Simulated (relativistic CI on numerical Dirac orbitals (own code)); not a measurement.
**How well does a small relativistic CI reproduce La?**

Calculated at this level of theory: Dirac-Coulomb-Breit CI, KLI orbitals optimised for each configuration, QED by a radiative potential, valence Slater integrals scaled by 0.85, P86 correlation energy added to each configuration (own radial code, finite nucleus).

Configuration list (outside the closed core [Xe]): 5d 6s2, 5d2 6s, 5d3, 5d 6s 6p, 6s2 4f, 6s2 6p, 5d2 6p, 5d 6s 4f, 5d 6s 6d, 5d 6s 6f, 5d2 6d, 5d 6s 6g, 6s2 7p, 5d 6p2, 4f 6p2, 6p3, 6s 4f 6p, 4f2 6p, 4f 6p 6d, 6s 6p2, 6p2 6d. Double excitations out of closed p, d and f shells are left out; levels of such configurations are missing from the list, as are those of other unlisted configurations, and high levels can miss mixing partners. These lack a partner that the ground configuration has and come out too high: 6s2 7p.

```
Configuration  Term (tabulated)     J  Measured (cm⁻¹)  Computed  Error  Purity (%)
       5d 6s2                2D   3/2              0.0         0      0          79
       5d 6s2                2D   5/2           1053.2       875   -178          76
       5d2 6s                4F   3/2           2668.2      2933    265          99
       5d2 6s                4F   5/2           3010.0      3181    171          98
       5d2 6s                4F   7/2           3494.5      3534     40          99
       5d2 6s                4F   9/2           4121.6      3996   -125          99
       5d2 6s                2F   5/2           7011.9      8226   1214          64
       5d2 6s                4P   1/2           7231.4      7991    760          97
       5d2 6s                4P   3/2           7490.5      8167    677          97
       5d2 6s                4P   5/2           7679.9      8399    719          72
       5d2 6s                2F   7/2           8052.2      9046    994          87
       5d2 6s                2P   1/2           9044.2      9593    549          63
       5d2 6s                2D   5/2           9183.8     10063    880          67
       5d2 6s                2G   9/2           9919.8     10953   1033          86
       5d2 6s                2G   7/2           9960.9     10963   1002          83
          5d3                4F   3/2          12430.6     12684    253          97
          5d3                4F   5/2          12787.4     12901    113          98
          5d3                4F   7/2          13238.3     13200    -39          98
     5d 6s 6p               4F°   3/2          13260.4     11659  -1601          73
          5d3                4F   9/2          13747.3     13574   -174          97
     5d 6s 6p               4F°   7/2          15019.5     13186  -1833          91
     5d 6s 6p               4D°   5/2          15503.6     13787  -1716          86
     5d 6s 6p               4D°   7/2          16099.3     14368  -1731          87
     5d 6s 6p               4F°   9/2          16243.2     14211  -2032          96
          5d3                4P   1/2          16617.3     17163    546          95
          5d3                4P   3/2          16735.1     17280    545          95
       5d2 6s                2S   1/2          16991.4     19147   2155          86
          5d3                2G   7/2          17023.4     18661   1638          85
          5d3                4P   5/2          17099.4     17505    406          95
          5d3                2G   9/2          17140.9     18904   1763          74
     5d 6s 6p               4P°   1/2          17567.5     15782  -1786          94
     5d 6s 6p               4P°   3/2          17797.3     15966  -1832          86
       5d2 6p               4G°   5/2          17947.1     16554  -1393          83
     5d 6s 6p               4P°   5/2          18157.0     16114  -2043          87
       5d2 6p               2D°   3/2          18172.3     17073  -1100          64
       5d2 6p               4G°   7/2          18603.9     17034  -1570          83
       5d2 6p               4G°   9/2          19129.3     17604  -1526          95
       5d2 6p               2D°   5/2          19379.4     17972  -1407          59
       5d2 6p               4F°   3/2          20083.0     19333   -750          89
       5d2 6p               4G°  11/2          20117.4     18465  -1653          95
       5d2 6p               4F°   5/2          20338.2     19626   -713          90
       5d2 6p               4F°   7/2          20763.2     20027   -736          89
       5d2 6p               4F°   9/2          21384.0     20536   -848          87
       5d2 6p               4D°   1/2          22246.6     21711   -535          91
       5d2 6p               4D°   3/2          22439.4     21915   -524          93
       5d2 6p               4D°   5/2          22804.2     22259   -546          93
       5d2 6p               4D°   7/2          23303.3     22705   -598          93
     5d 6s 4f             4G° †   5/2          27022.6     35685   8663          82
     5d 6s 4f             4G° †   7/2          27455.3     36167   8712          80
```

Measured levels from NIST Handbook of Basic Atomic Spectroscopic Data (Sansonetti and Martin, J. Phys. Chem. Ref. Data 34, 1559 (2005)); pairs were made by configuration, J and term (by order where the table uses no LS term), so strongly mixed levels may be paired wrongly.

Mean error by configuration (cm⁻¹): 5d 6s2 -178; 5d2 6s 738; 5d3 561; 5d 6s 6p -1822; 5d2 6p -993. Over the excited levels the mean absolute error is 972 cm⁻¹ (48 of the 68 excited levels that our extract of the source holds in range could be paired, and the others can miss by more), and the median relative error of those above 1,000 cm⁻¹ is 8.1 %. † marks terms whose computed intervals miss the measured ones by more than a factor of 2.5, or configurations far off the rest, from wrong mixing, a near crossing or a doubtful label or measurement; they are left out of the means.

Transition probabilities of persistent lines. The last column rescales the computed rate by the cube of measured over computed energy:

```
λ measured (Å)          Lower           Upper  A tabulated (s⁻¹)  A computed  A rescaled
   5501.34 air  5d 6s2 2D_3/2  5d2 6p 2D°_3/2           5.29e+07    6.21e+07    7.49e+07
```
